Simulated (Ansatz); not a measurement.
CH$_{3}$FOSi, SMILES `O=C[SiH2]F`, 7 atoms. Total charge 0; spin multiplicity 1. All runs use 2 threads of an AMD EPYC 7B13 on a shared host. Correlated methods freeze the cores. Open-shell runs search over several starts.

(1) Give the basis size and wall time and peak host memory of each of these runs in Ansatz. UKS B2PLYP (frozen core)/def2-TZVPP energy of the cation; RHF-CCSD(T)/def2-TZVPP energy; RKS ωB97M-V/def2-QZVPP energy; direct RPA on PBE orbitals/def2-TZVPP energy; RKS ωB97M-V/def2-SVP energy; RKS PBE-QIDH (frozen core)/def2-TZVPP energy; RKS ωB97X-V/def2-TZVPP energy; RKS BLYP-D4/def2-TZVPP energy; UHF-CCSD(T)/def2-TZVPP energy of the cation; UHF-MP2/def2-QZVPP energy of the cation; UKS PBE0-D4/def2-TZVPP energy of the cation; RKS PBE0-D4/def2-TZVP frequencies. (An estimate is asked.)

## Answers

(1) Ansatz gave: Other jobs shared the machine, so times are rough.

```
                                level                   job  functions  wall time  peak host memory (GiB)
               RKS BLYP-D4/def2-TZVPP                energy        177      1.4 s                    0.19
                 RKS ωB97M-V/def2-SVP                energy         75      2.5 s                    0.34
direct RPA on PBE orbitals/def2-TZVPP                energy        177      3.1 s                    0.34
RKS PBE-QIDH (frozen core)/def2-TZVPP                energy        177      3.4 s                    0.34
               UKS PBE0-D4/def2-TZVPP  energy of the cation        177      3.7 s                    0.43
               RKS ωB97X-V/def2-TZVPP                energy        177      4.7 s                    0.45
  UKS B2PLYP (frozen core)/def2-TZVPP  energy of the cation        177        6 s                    0.44
               RKS ωB97M-V/def2-QZVPP                energy        331       11 s                    0.92
                   UHF-MP2/def2-QZVPP  energy of the cation        331       26 s                     1.3
               RHF-CCSD(T)/def2-TZVPP                energy        177       33 s                     1.7
                RKS PBE0-D4/def2-TZVP           frequencies        148       62 s                    0.34
               UHF-CCSD(T)/def2-TZVPP  energy of the cation        177      7 min                       2
```
